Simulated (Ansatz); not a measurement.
Cartesian coordinates in Å:
```
N 1.115 -2.593 -0.085
C 0.464 -1.739 0.330
C -0.327 -0.620 0.788
B -0.174 0.678 -0.139
N 0.655 0.664 -1.258
O -0.862 1.825 0.163
H -1.379 -0.923 0.827
H -0.033 -0.377 1.815
H 0.767 1.466 -1.854
H 1.185 -0.145 -1.531
H -1.412 1.764 0.945
```

The species carries charge 0 and has multiplicity 1.

(1) List the PBE0/def2-TZVPP orbital energies in eV (the Gaussian-basis code of Ansatz). (Best estimate.)

Answers

(1) The calculation gave: Occupied: -523.14, -391.25, -391.16, -279.22, -279.13, -185.38, -28.91, -25.42, -24.43, -21.58, -16.24, -14.75, -14.54, -13.24, -13.15, -12.13, -10.67, -10.67, -10.17, -9.33, -8.93, -8.20. Lowest empty: 0.30, 0.88, 1.21, 1.40, 1.46, 1.80, 2.54, 2.75.
